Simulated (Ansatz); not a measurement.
Problem. Predict a relaxed structure of VF5, charge 0, singlet, at PBE0-D4/def2-SVP (Ansatz).

Solution. 
```csv
atom,x (Å),y (Å),z (Å)
V1,0.000,0.000,0.000
F2,0.779,1.229,0.917
F3,-0.779,-1.230,-0.916
F4,1.420,-0.907,0.011
F5,-0.284,1.105,-1.241
F6,-1.136,-0.196,1.229
```
Point group D3h (tolerance 0.1 Å). The metal has 5 neighbours: F 1.72 Å, F 1.72 Å, F 1.69 Å, F 1.69 Å, F 1.69 Å. This is one stationary point.
